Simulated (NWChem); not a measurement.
Molecule: HTeBr; SMILES Br[TeH]

```xyz
3

Te     0.0246    -0.9986     0.0000
H     -1.6394    -1.1114     0.0000
Br     0.0103     1.5154     0.0000
```
Atoms are numbered in this order, from 1.

The geometry was optimised at PBE0/def2-SVP. Not confirmed as a minimum by frequencies. def2 effective core potentials on Te; no spin-orbit coupling.

Symmetry labels are those of Cs in the frame above (b1 and b2, or b-type labels, depend on it).

List the 4 lowest vertical singlet excitations from B3LYP/def2-SVPD with def2 effective core potentials on Te, TDA (NWChem).


| state | energy (eV) | oscillator strength | symmetry | leading excitation (squared amplitude) |
|---|---|---|---|---|
| S1 | 2.20 | 0.001 | a" | HOMO → LUMO (1.00) |
| S2 | 3.98 | 0.006 | a' | HOMO−1 → LUMO (0.99) |
| S3 | 4.28 | 0.005 | a" | HOMO → LUMO+1 (0.95) |
| S4 | 4.52 | 0.000 | a" | HOMO−2 → LUMO (0.95) |
